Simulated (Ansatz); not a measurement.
`PBS` + `[SH][GeH2][Cl]` → `SBCl` + `[PH2][GeH2][SH]`  (redistribution)

Computed with Ansatz on PBE0-D4/def2-TZVP structures; ΔE is electronic, products minus reactants. CCSD(T)/CBS adds triple-zeta CCSD(T) − MP2 to the extrapolated MP2 energy (def2 sets, frozen cores). This one scheme is used for every species. For Ge outer-core shells are correlated without core-valence functions, which leaves a few kJ/mol of doubt a bond. Scalar relativity is left out up to krypton. Each species was taken in one conformer, which may not be the lowest.

`PBS`:

Z-matrix (Å, degrees):
```
P
B 1 1.891
H 1 1.415 2 98.7
H 1 1.416 2 100.3 3 -98.8
S 2 1.773 1 125.8 3 139.5
H 2 1.194 1 119.3 3 -48.5
H 5 1.346 2 99.7 1 -7.6
```

`[SH][GeH2][Cl]`:

```xyz
6

S     0.254    0.374   -1.712
Ge   -0.273    0.180    0.420
Cl    1.497   -0.060    1.629
H     0.590   -0.920   -1.843
H    -1.127   -1.067    0.673
H    -0.940    1.493    0.834
```

`SBCl`:

Z-matrix (Å, degrees):
```
B
S 1 1.779
Cl 1 1.745 2 118.6
H 1 1.189 2 122.1 3 180.0
H 2 1.343 1 96.0 3 -180.0
```

`[PH2][GeH2][SH]`:

Cartesian coordinates in Å:
```
P -0.175 -1.185 -1.384
Ge -0.712 0.493 0.123
S 1.033 1.343 1.219
H 0.994 -0.517 -1.834
H 0.532 -1.940 -0.410
H -1.741 -0.065 1.122
H -1.302 1.694 -0.631
H 1.371 0.177 1.795
```

```tsv
species	CCSD(T)/def2-TZVPP energy (Eh)
`PBS`	-765.84474
`[SH][GeH2][Cl]`	-2934.93190
`SBCl`	-883.51058
`[PH2][GeH2][SH]`	-2817.27218
```

Task: Work out ΔE.

Result: ΔE = (-883.51058) + (-2817.27218) − (-765.84474) − (-2934.93190) = -0.00612 Eh = -16.1 kJ/mol. CCSD(T)/CBS gives -15.2 kJ/mol.

Task: What do rigid-rotor, harmonic-oscillator terms from PBE0-D4/def2-TZVP frequencies (298.15 K, 1 bar) make of the CCSD(T)/CBS value? (An estimate is asked.)

Result: Ansatz gave: ΔZPE = -1.2 kJ/mol, ΔH = -15.7 kJ/mol, ΔS = 6 J/(mol·K), ΔG = -17.4 kJ/mol.

Largest T1 diagnostic among the species: 0.016.

At CCSD(T), def2-SVP lies −7.0 kJ/mol from the extrapolated value and def2-TZVPP −0.9 kJ/mol. Leaving LDA and LC-ωPBE aside and taking each functional with its dispersion term where it has one, the values, not all of them listed here, spread over 6.8 kJ/mol, from PBE-D4 to B97M-V.
